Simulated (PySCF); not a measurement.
Species: C₆H₁₁, net charge 0, doublet state. It need not be the lowest isomer of its formula. 
Structure (B3LYP-D3(BJ)/def2-TZVP (Ansatz) minimum search):
```
C
C 1 1.4821
H 2 1.0932 1 111.80
H 2 1.0937 3 108.07 1 123.37
H 2 1.1024 3 106.52 4 113.94
C 1 1.4950 2 124.37 3 -34.29
H 6 1.0953 1 112.92 2 52.00
H 6 1.1036 7 105.70 1 121.70
C 1 1.4977 2 123.99 3 157.48
H 9 1.0968 1 112.71 2 40.30
H 9 1.1009 10 105.53 1 121.42
C 6 1.5382 7 113.12 8 120.66
H 12 1.0906 6 113.30 7 -82.59
H 12 1.0934 13 107.55 6 -121.12
C 12 1.5363 13 112.98 14 -121.30
H 15 1.0906 12 113.05 13 77.16
H 15 1.0934 16 107.38 12 120.86
```
Charge 0, spin multiplicity 2.

Dispersion corrections to the total energy (kcal/mol) from the dftd3 and dftd4 libraries through PySCF: D3(BJ) without and D4 with the three-body term, each with the damping fitted for the functional named.

```csv
functional,D3(BJ),D4
TPSSh,-9.99,___
PBE0,-7.50,-7.01
PBE,-8.83,-8.35
B2GP-PLYP,-4.68,___
TPSS,-10.93,-11.29
HF,-65.38,-31.20
B3LYP,___,-13.23
```

Question: Some entries are withheld; supply them.

Answer: 
- TPSSh, D4: -10.29
- B2GP-PLYP, D4: -3.50
- B3LYP, D3(BJ): -14.69
